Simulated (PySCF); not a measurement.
Spectrum to structure. Level of theory: TDDFT CAM-B3LYP/def2-SVPD, vertical, gas phase, core orbitals frozen in the response (PySCF 2.14.0, density-fitted response routines). Geometries: GFN2-xTB, one conformer each.

```
state  E (eV)       f
   S1    6.01  0.0039
   S2    6.35   0.281
   S3    7.01   0.031
   S4    7.04  0.0063
   S5    7.31   0.016
   S6    7.74  0.0024
   S7    7.83  0.0011
   S8    7.91  0.0028
```

Problem. Which candidate is it?
A. `CCC1=CS[C@@H](F)[SiH2]1`
B. `CCC(C)=C=S`
C. `C[C@H]1C[SiH2]C=C1[SiH3]`

Solution. C. Its S1, at 6.01 eV, is the highest among the candidates; the nearest of the others has S1 at 4.98 eV. S1 is HOMO-1→LUMO (89%). Löwdin shares by element: HOMO carbon 66% or more, silicon 7% or more (atoms not listed hold the other 26%); LUMO carbon 56% or more, silicon 20% (atoms not listed hold the other 25%). At the same level the other candidates give, for their lowest levels:
- `CCC(C)=C=S`: 2.25 eV (f 0.000); 5.49 eV (f 0.024); 5.60 eV (f 0.014); 5.82 eV (f 0.000); 6.36 eV (f 0.020); T1 1.91 eV; HOMO -7.22, LUMO -0.77 eV
- `CCC1=CS[C@@H](F)[SiH2]1`: 4.98 eV (f 0.089); 5.18 eV (f 0.050); 5.92 eV (f 0.013); 6.26 eV (f 0.007); 6.54 eV (f 0.015); T1 3.52 eV; HOMO -7.61, LUMO 0.50 eV
Triplets come from the Tamm–Dancoff approximation.
